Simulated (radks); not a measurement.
Os+, 75 electrons, occupied as [Xe] 4f14 5d(up 3, down 3) 6s(up 0.75, down 0.25) (fractional occupations, a model configuration). All-electron calculation, scalar-relativistic Kohn-Sham, LDA (Slater exchange, Perdew-Wang correlation), spin-polarised, spherical densities, point nucleus. Program: a radial shooting solver on a logarithmic mesh with Libxc functionals.

Normalised radial functions P(r) = r R(r), r in bohr:

| r | 4f down | 5p up | 6s up |
|---|---|---|---|
| 0.00104 | 0.0000 | 0.0021 | 0.0247 |
| 0.001398 | 0.0000 | 0.0034 | 0.0306 |
| 0.001895 | 0.0000 | 0.0057 | 0.0377 |
| 0.002568 | 0.0000 | 0.0094 | 0.0456 |
| 0.003481 | 0.0000 | 0.0155 | 0.0539 |
| 0.004679 | 0.0000 | 0.0251 | 0.0613 |
| 0.006342 | 0.0000 | 0.0406 | 0.0664 |
| 0.008595 | 0.0001 | 0.0643 | 0.0662 |
| 0.01165 | 0.0002 | 0.0992 | 0.0569 |
| 0.01566 | 0.0005 | 0.1450 | 0.0353 |
| 0.02123 | 0.0016 | 0.2013 | -0.0017 |
| 0.02877 | 0.0045 | 0.2537 | -0.0493 |
| 0.03899 | 0.0126 | 0.2733 | -0.0922 |
| 0.05241 | 0.0324 | 0.2193 | -0.1025 |
| 0.07104 | 0.0801 | 0.0550 | -0.0534 |
| 0.09627 | 0.1815 | -0.1919 | 0.0517 |
| 0.1305 | 0.3696 | -0.3769 | 0.1422 |
| 0.1754 | 0.6525 | -0.2945 | 0.1122 |
| 0.2377 | 1.0041 | 0.1134 | -0.0617 |
| 0.3222 | 1.2904 | 0.5262 | -0.2102 |
| 0.4367 | 1.3584 | 0.4473 | -0.1134 |
| 0.5871 | 1.1727 | -0.1727 | 0.1718 |
| 0.7957 | 0.8205 | -0.8640 | 0.3393 |
| 1.078 | 0.4580 | -1.0753 | 0.1436 |
| 1.461 | 0.1978 | -0.7856 | -0.2904 |
| 1.965 | 0.0654 | -0.3793 | -0.6267 |
| 2.663 | 0.0145 | -0.1139 | -0.6772 |
| 3.609 | 0.0020 | -0.0196 | -0.4693 |
| 4.891 | 0.0001 | -0.0016 | -0.2075 |
| 6.576 | 0.0000 | -0.0001 | -0.0561 |
| 8.912 | 0.0000 | 0.0000 | -0.0076 |

4f down: eigenvalue -60.390 eV, 0 radial nodes, <r> = 0.557 bohr, 90 % of the charge inside 0.909 bohr. 5p up: eigenvalue -59.204 eV, 3 radial nodes at r = 0.0764, 0.222, 0.548 bohr, <r> = 1.17 bohr, 90 % of the charge inside 1.70 bohr. 6s up: eigenvalue -13.624 eV, 5 radial nodes at r = 0.0210, 0.0839, 0.217, 0.495, 1.20 bohr, <r> = 2.76 bohr, 90 % of the charge inside 4.02 bohr.
